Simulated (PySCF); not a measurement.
Level of theory: PBE-D3(BJ)/def2-TZVP // PBE-D3(BJ)/def2-SVP (PySCF). Gas-phase values, no solvent. One relaxed conformer stands for a flexible species; it need not be the lowest. Excitations are Tamm–Dancoff values on a coarser integration grid. The basis has no diffuse functions, so Rydberg states are missing or too high.

Reference species (SMILES): `c1cccc2c([SiH3])cc(B)nc12` (neutral, multiplicity 1).

```json
{
 "brightest of the four lowest singlets (TDA)": "3.90 eV",
 "LUMO": "-3.51 eV",
 "HOMO–LUMO gap": "2.39 eV",
 "HOMO": "-5.90 eV"
}
```

Changed species: `Bc1cc([SiH3])c2cccnc2c1`.

Question: Give the shifts of the brightest of the four lowest singlets (TDA), LUMO, HOMO–LUMO gap and HOMO.

Answer: the brightest of the four lowest singlets (TDA) increases by 0.09 eV, to 3.99 eV; the LUMO increases by 0.10 eV, to -3.41 eV; the HOMO–LUMO gap increases by 0.40 eV, to 2.79 eV; the HOMO decreases by 0.30 eV, to -6.20 eV.
